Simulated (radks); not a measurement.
The numbers below are computed, except where a source is named.
Problem. These are the eigenvalues of the occupied orbitals of an atom or ion with whole-number occupations (hartree). Level of theory: scalar-relativistic Kohn-Sham, LB94 model potential, spin-polarised, spherical densities, finite nucleus; Fermi nuclear charge, rms radius of each element as measured or else 0.836 A^(1/3) + 0.57 fm (a radial shooting solver on a logarithmic mesh with Libxc functionals).

1s up: -3057.048
1s down: -3057.045
2s up: -605.8594
2s down: -605.8357
2p up: -535.0499
2p down: -535.0146
3s up: -201.3761
3s down: -201.3601
3p up: -180.7251
3p down: -180.7108
3d up: -159.2248
3d down: -159.2117
4s up: -94.64293
4s down: -94.58477
4p up: -86.96114
4p down: -86.89493

Which element is it, and in what charge state? The configuration may be excited. Open shells, if any, are filled with parallel spins first.

Solution. Z = 79, gold, charge +44: Au44+ in [Ar] 3d10 4s2 4p5. The list shows which subshells hold electrons but not how many an open one holds; the 1s level, -3057 hartree, gives Z - s = 78.2 by -(Z - s)^2/2, which with screening and relativity narrows Z to a few neighbours, and the depths of the outer levels then fix element, charge and occupations together.
